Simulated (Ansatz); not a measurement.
Two isomers of C2H8GaN: A = `C[CH2][GaH][NH2]`, B = `C[NH][GaH][CH3]`.

Isolated molecules relaxed with PBE0-D4/def2-TZVP in Ansatz; ΔE leaves out vibrations. CCSD(T)/CBS is the MP2 limit (def2-TZVPP, def2-QZVPP) plus CCSD(T) − MP2 in def2-TZVPP, frozen cores. DFT in def2-TZVPP. B3LYP here is the variant with VWN-RPA as its local correlation; programs differ in this. For Ga outer-core shells are correlated without core-valence functions, which leaves a few kJ/mol of doubt a bond. Scalar relativity is left out up to krypton. Each species was taken in one conformer, which may not be the lowest.

(1) Which isomer does CCSD(T)/CBS put lower? Give the gap. (An estimate is asked.)

(2) Give E(B) − E(A) in kcal/mol with B3LYP, HF/def2-TZVPP, CCSD/def2-TZVPP, BLYP-D4, PBE-D4, CCSD(T)/def2-SVP, LDA (SPW92). (Best estimate.)

(3) Does the order hold for the free energy at 298.15 K (harmonic terms from PBE0-D4)? (Best estimate.)

Largest T1 diagnostic: 0.013.

## Answers

(1) Ansatz gave: A, by 6.9 kcal/mol.

(2) Ansatz gave: B3LYP 5.3, HF/def2-TZVPP 5.7, CCSD/def2-TZVPP 6.2, BLYP-D4 5.2, PBE-D4 5.6, CCSD(T)/def2-SVP 4.4, LDA (SPW92) 5.4. None reverses the order clearly.

(3) The calculation gave: Yes: G(B) − G(A) = +5.8 kcal/mol, for one conformer each. Modes under 60 cm⁻¹, often nearly free rotors, make the harmonic entropy too high.

At CCSD(T), def2-SVP lies −2.5 kcal/mol from the extrapolated value and def2-TZVPP −0.8 kcal/mol. From BLYP to BHLYP (50 % exact exchange), in def2-TZVPP and without D4, E(B) − E(A) moves by +0.8 kcal/mol.
